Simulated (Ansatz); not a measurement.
The same path of C3H6SiTe (11 atoms, charge 0, multiplicity 1) was run twice with different band settings.

Method: Ansatz, RKS PBE/def2-SVP.

Relaxed end points:

```xyz
11
Properties=species:S:1:pos:R:3
C -1.620 0.805 1.971
C -0.765 0.007 1.589
Si 0.507 -1.161 0.961
Te 0.257 -1.528 -1.515
C 0.446 0.602 -1.984
H -2.373 1.503 2.314
H 1.860 -0.598 1.302
H 0.338 -2.506 1.609
H 0.261 0.700 -3.069
H -0.313 1.167 -1.415
H 1.466 0.950 -1.742
```

```xyz
11
Properties=species:S:1:pos:R:3
C -1.333 1.341 2.042
C -0.718 0.280 1.653
Si 0.408 -1.081 1.035
Te 0.057 -1.463 -1.419
C 0.397 0.642 -1.923
H -1.958 0.269 1.560
H 1.786 -0.597 1.388
H 0.100 -2.370 1.739
H 0.098 0.760 -2.981
H -0.237 1.276 -1.276
H 1.466 0.887 -1.798
```

Common settings: spring 5.0 eV/Å²; optimiser quadratic models (default); start path through a guess of the saddle point; force threshold 0.05 eV/Å; iteration limit 60; end points relaxed.

| run | movable images | climbing image |
| --- | --- | --- |
| 1 | 5 | yes |
| 2 | 4 | no |

(1) What does each run give, and how far can it be trusted?

## Answers

(1) Run 1: converged after 27 iterations, highest image 2.000 eV above the first end. A vibrational analysis at the climbing image gives one clearly imaginary mode, 132i cm⁻¹: a first-order saddle point.
Run 2: converged after 17 iterations, highest image 2.002 eV above the first end. No image climbed, so the highest image needn't sit at the top of the path.
